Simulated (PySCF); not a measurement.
NICS in isomers of C7H10SSi.

Probes without a nucleus sit at each ring's centroid and 1 Å off its mean plane on both sides; NICS is minus the shielding there, NICSzz its component along the normal. Level: GIAO PBE0/pcSseg-1 (PySCF, non-relativistic, gas phase) on the GFN2-xTB geometries, one conformer each. Atom numbers follow the mapped SMILES.

**Question.** Order these rings by mean NICS(1)zz, lowest (most negative) first (ppm).
A. ring C3–C4–S5–C6–Si7–C8 in `[CH:1]#[C:2][C:3]1=[CH:4][S:5][CH2:6][SiH2:7][C@H:8]1[CH3:9]`
B. ring C5–C7–C8–C9 in `[CH3:1][S:2][C:3]1=[CH:4][C@@:5]2([SiH3:6])[CH:7]=[CH:8][C@@H:9]12`
C. ring C5–C6–C7–C8–C9 in `[CH3:1][C:2]([S:3][SiH3:4])=[C:5]1[CH:6]=[CH:7][CH:8]=[CH:9]1`
D. ring C3–C4–C5–C6–C8–C9 in `[SiH3:1][CH2:2][c:3]1[cH:4][cH:5][c:6]([SH:7])[cH:8][cH:9]1`
E. ring C2–Si3–C4–C5–C6 in `[CH2:1]=[C:2]1[SiH2:3][CH2:4][CH:5]=[C:6]1[C:7]([CH3:8])=[S:9]`

**Answer.** D (-25.2), C (-4.6), B (-3.2), E (-0.1), A (2.5).

| SMILES | ring | NICS(0) | NICS(1) | NICS(1)zz | HOMA | rms pucker (Å) | ring atoms with four or more neighbours |
| --- | --- | --- | --- | --- | --- | --- | --- |
| [SiH3]Cc1ccc(S)cc1 | 6-membered carbocycle; formal bonds all aromatic | -8.2 | -10.4 | -25.2 | 0.99 | 0.00 | 0 |
| CC(S[SiH3])=C1C=CC=C1 | 5-membered carbocycle; formal bonds 2 double, 3 single | -0.2 | -3.8 | -4.6 | 0.22 | 0.01 | 0 |
| CSC1=C[C@@]2([SiH3])C=C[C@@H]12 | 4-membered carbocycle; formal bonds 1 double, 3 single | -1.9 | -2.4 | -3.2 | – | 0.00 | 2 |
| C=C1[SiH2]CC=C1C(C)=S | 5-membered ring with Si; formal bonds 1 double, 4 single | -0.4 | -2.7 | -0.1 | – | 0.09 | 2 |
| C#CC1=CSC[SiH2][C@H]1C | 6-membered ring with S and Si; formal bonds 1 double, 5 single | -2.4 | -1.9 | 2.5 | – | 0.25 | 3 |

NICS(0) gives another order. The isotropic NICS(1) gives another order. HOMA uses Krygowski's 1993 parameters; it is left out where a ring has a four-coordinate atom, a triple bond, no multiple bond or a kind of bond without parameters. NICS(1) and NICS(1)zz are means over the two faces.
